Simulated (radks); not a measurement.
The numbers below are computed, except where a source is named.
Q: All-electron atom: Rh II in [Kr] 4d8. Code: a radial shooting solver on a logarithmic mesh with Libxc functionals. Model: scalar-relativistic Kohn-Sham, PBE, spin-unpolarised, spherical densities, finite nucleus; Fermi nuclear charge, rms radius 4.4945 fm. Some entries of the table are withheld. Estimate them.

orbital  occ.  eigenvalue (eV)  <r> (bohr)  r(max) (bohr)
1s          2        -23045.60     0.03263        0.02118
2s          2        -3347.519      0.1419         0.1198
2p          6        -3000.886         (1)        0.09576
3s          2        -604.4269      0.3907         0.3515
3p          6        -490.4502      0.3905         0.3447
3d         10        -308.1907      0.3704         0.2915
4s          2              (2)      0.9810         0.8818
4p          6         -58.1456       1.083            (3)
4d          8         -13.5834         (4)          1.147

A: 
(1) 2p <r> (bohr): 0.1237
(2) 4s eigenvalue (eV): -90.1820
(3) 4p r(max) (bohr): 0.9450
(4) 4d <r> (bohr): 1.545
